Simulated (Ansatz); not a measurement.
Reaction (substitution at a C–O bond): `COC(C)C` + `[OH][MgH]` → `CC(C)[O][MgH]` + CH₃OH

Program: Ansatz. Geometries: PBE0-D4/def2-TZVP. ΔE: electronic, gas phase. CBS: MP2 limit from def2 TZ/QZ plus the TZ coupled-cluster correction, frozen cores. This one scheme is used for every species. For Mg outer-core shells are correlated without core-valence functions, which leaves a few kJ/mol of doubt a bond. One conformer a species, not always the lowest.

```
        species  CCSD(T)/CBS(def2) energy (Eh)
      `COC(C)C`                     -233.39375
    `[OH][MgH]`                     -276.29839
`CC(C)[O][MgH]`                     -394.07030
          CH₃OH                     -115.61712
```

(1) Work out ΔE.

Largest T1 diagnostic among the species: 0.011.

## Answers

(1) ΔE = (-394.07030) + (-115.61712) − (-233.39375) − (-276.29839) = 0.00472 Eh = +12.4 kJ/mol.

Leaving LDA and LC-ωPBE aside and taking each functional with its dispersion term where it has one, the values, not all of them listed here, spread over 4.5 kJ/mol, from revPBE-D4 to ωB97M-V. LDA lies +6.1 kJ/mol from PBE without D4. At CCSD(T), def2-SVP lies −6.4 kJ/mol from the extrapolated value and def2-TZVPP +0.6 kJ/mol.
